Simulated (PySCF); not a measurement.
Harmonic spectrum computed at PBE0 in the def2-TZVP basis family (core potentials from Rb on, PySCF, no spin–orbit coupling):

```
ω (cm⁻¹)  IR (km/mol, summed over degenerate members)  degeneracy
    1053                                         13.1           1
    1216                                          1.5           2
    2629                                         60.5           1
    2634                                          191           2
```

**Question.** Which molecule gave it? In each, all ligands are bound to the one heavy central atom.
A. SiH₃⁺ (singlet)
B. AsH₃⁺ (doublet)
C. SH₃⁺ (singlet)
D. GeH₃⁺ (singlet)
E. SeH₃⁺ (singlet)

**Answer.** C. It has C3v symmetry with S–H 1.357 Å (×3).
